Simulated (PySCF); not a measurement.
BeF₂, SMILES [F][Be][F] (connectivity only; charge and spin as stated), charge -1, multiplicity 2. Atoms are numbered in the order given.

```xyz
3

Be     0.0000     0.0000    -0.5054
F      0.0000     1.3035     0.1123
F      0.0000    -1.3035     0.1123
```
Charge -1, spin multiplicity 2.

Coordinates come from a B3LYP-D3(BJ)/def2-TZVPD optimisation. The spin state was assumed, not searched. The isomer is the one that the SMILES or the coordinates give; other isomers of the formula were not compared.

Calculation: PBE0/def2-TZVPD in PySCF.

 A positive occupied level means that this level leaves the electron formally unbound; only the finite basis holds it.

The total energy is -214.46488 hartree, the point group is C2v and the α spin, highest occupied and lowest empty level comes out as 1.14 and 3.68 eV. The β spin, highest occupied and lowest empty level comes out as -5.27 and 3.74 eV and the dipole moment about the centre of nuclear charge comes out as 3.86 D. The mean static polarisability comes out as 135.4 bohr³ (20.06 Å³), the polarisability, principal values is 110.9, 121.7, 173.6 bohr³ and the ⟨S²⟩ is 0.751 (pure state 0.75).
